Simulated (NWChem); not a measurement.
Species: GeH2 cation, doublet; SMILES of the neutral closed-shell parent [GeH2]

```xyz
3

Ge     0.0000     0.0000    -0.0144
H      1.3603     0.0000    -0.8038
H     -1.3603     0.0000    -0.8038
```
Atoms are numbered in this order, from 1.

Level: B3LYP/6-31G* (spherical d), spin-unrestricted (NWChem), optimised geometry, unscaled harmonic frequencies. In the optimisation the excess spin sits in a1 (C2v, its own frame). This spin state was assumed; another may lie lower.

```
frequency (cm⁻¹)  IR intensity (km/mol)
----------------  ---------------------
827                                10.5
1934                                0.1
2037                                0.5
```

```yaml
zero_point_energy: 6.9 kcal/mol
thermal correction to the enthalpy at 298.15 K (with zero-point energy): 9.3 kcal/mol
heat capacity Cv: 6.6 cal/(mol K)
"entropy at 298.15 K and 1 atm (symmetry number 2, electronic part: spin degeneracy alone)": 53.8 cal/(mol K)
```

Rigid rotor and harmonic oscillator.
